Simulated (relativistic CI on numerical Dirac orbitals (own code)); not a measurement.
# Radial parameters of Ag29+

These numbers are calculated, not measured: Dirac-Coulomb-Breit CI, orbitals from a KLI potential per configuration, QED by a radiative potential, unscaled Slater integrals (own radial code, finite nucleus).

Slater integrals F^k, G^k are unscaled and averaged over j, outside the closed core [Ne]; ζ comes from projecting the Hamiltonian with its Breit term on Σ l·s of the shell.

- 3s²3p⁵3d: ζ(3p) = 211690, F^2(3p,3d) = 305160, G^1(3p,3d) = 326950, G^3(3p,3d) = 218180, ζ(3d) = 27241 cm⁻¹; <r>(3p) = 0.3263, <r^2>(3p) = 0.1228, <r>(3d) = 0.2911, <r^2>(3d) = 0.09822 (bohr units).
- 3s3p⁶3d: G^2(3s,3d) = 245320, ζ(3d) = 27447 cm⁻¹; <r>(3s) = 0.335, <r^2>(3s) = 0.1277, <r>(3d) = 0.2914, <r^2>(3d) = 0.09845 (bohr units).
- 3s²3p⁵4s: ζ(3p) = 215200, G^1(3p,4s) = 38928 cm⁻¹; <r>(3p) = 0.3239, <r^2>(3p) = 0.121, <r>(4s) = 0.643, <r^2>(4s) = 0.4646 (bohr units).

Averages of the first 10 configurations, taken without configuration mixing, which lowers the lowest level and can move excited configurations by several eV; other configurations of the list can lie among them:

| Configuration | Parity | States | Average energy above the lowest level (eV) |
| --- | --- | --- | --- |
| 3s²3p⁶ | even | 1 | 0.3 |
| 3s²3p⁵3d | odd | 60 | 159.2 |
| 3s3p⁶3d | even | 20 | 296.3 |
| 3s²3p⁵4s | odd | 12 | 803.6 |
| 3s²3p⁵4p | even | 36 | 853.1 |
| 3s²3p⁵4d | odd | 60 | 917.6 |
| 3s3p⁶4s | even | 4 | 941.7 |
| 3p⁶3d4p | odd | 60 | 1286.4 |
| 3p⁶3d² | even | 45 | 598.9 |
| 3p⁵3d³ | odd | 720 | 756.2 |
